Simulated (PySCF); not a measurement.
**Calculated properties of `C[SiH](C)[NH][GeH3]`**

C2H11GeNSi.
Numbering: `[CH3:1][SiH:2]([CH3:3])[NH:4][GeH3:5]` (hydrogens: H6, H7, H8 on C1; H9 on Si2; H10, H11, H12 on C3; H13 on N4; H14, H15, H16 on Ge5)

Among its groups: Si–H bond and C–Si bond.

From PBE0-D3(BJ)/def2-SVP geometry optimisation, gas phase (PySCF):

```yaml
Point_group: C1
Rotational_constants_A_B_C: 4.989, 1.086, 0.958 GHz
```

PBE0/def2-SVPD ground state and vertical TDDFT (core frozen in the response) (PySCF):

```yaml
Dipole_moment: 0.58 D
HOMO_energy: -6.99 eV
LUMO_energy: 0.23 eV
HOMO–LUMO_gap: 7.22 eV
Lowest_singlet_excitation: 5.92 eV (210 nm, f = 0.007)
Strongest_line_among_the_6_lowest_singlet_transitions: S3 at 6.98 eV (178 nm, f = 0.055)
Static_isotropic_polarisability: 90.8 au
Electronic_spatial_extent_⟨r²⟩_about_the_centre_of_nuclear_charge: 1214 bohr²
```

Monoisotopic mass from the formula: 150.9873 u.

In wavenumbers S1 is 47700 cm⁻¹ (1 eV = 8065.54 cm⁻¹). No computed singlet falls in the visible range (750 to 380 nm, 1.65 to 3.26 eV); S1 lies 2.66 eV above its blue end. S1 lies 1.30 eV below the HOMO–LUMO gap; its leading configuration is HOMO→LUMO, weight 0.90. The rotational constants make it an asymmetric top with κ = (2B − A − C)/(A − C) = -0.94, nearer the prolate limit (−1). With B = h/(8π²I), that is 505.379 GHz u Å² over I, the principal moments of inertia are 101.3, 465.3 and 527.6 u Å² (most abundant isotopes); the inertial defect Ic − Ia − Ib is -39.0 u Å² (zero for a rigid planar frame, negative otherwise). The principal polarisabilities are 81.0, 87.8 and 103.6 au; their mean is the isotropic value. The largest Löwdin shares of the HOMO are 0.54 on N4, 0.11 on Si2, 0.09 on Ge5 and 0.08 on H9.

The calculation is non-relativistic and has no spin–orbit coupling, an omission that weighs most on germanium.

For the geometry optimisation (PBE0-D3(BJ)/def2-SVP), the run took 93 s of wall time on one thread of an Arm Neoverse V1, no GPU (shared host).

Conformer computed: `[CH3:1][SiH:2]([CH3:3])[NH:4][GeH3:5]`: C1–Si2–N4–Ge5 -146°.

One conformer stands for the species.
